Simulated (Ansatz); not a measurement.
Z-matrix (Å, degrees):
```
N
B 1 1.397
H 1 1.004 2 123.4
H 1 1.005 2 122.7 3 179.9
S 2 1.824 1 118.4 3 -179.7
S 2 1.820 1 123.5 3 0.2
H 5 1.341 2 97.0 1 -179.6
H 6 1.343 2 97.7 1 0.4
```

Charge 0, multiplicity 1.

(1) List the PBE0/def2-TZVPP orbital energies in eV (Ansatz 0.2.0). (Estimate.)

Results:

(1) Ansatz gave: Occupied: -2422.28, -2422.20, -391.54, -217.66, -217.58, -185.73, -161.50, -161.41, -161.39, -161.32, -161.31, -161.23, -24.75, -20.96, -20.11, -14.87, -14.58, -12.52, -11.44, -9.71, -9.69, -9.05, -7.47, -7.18. Lowest empty: 0.05, 0.65, 0.93, 1.24, 2.05, 2.43, 2.87, 3.29.
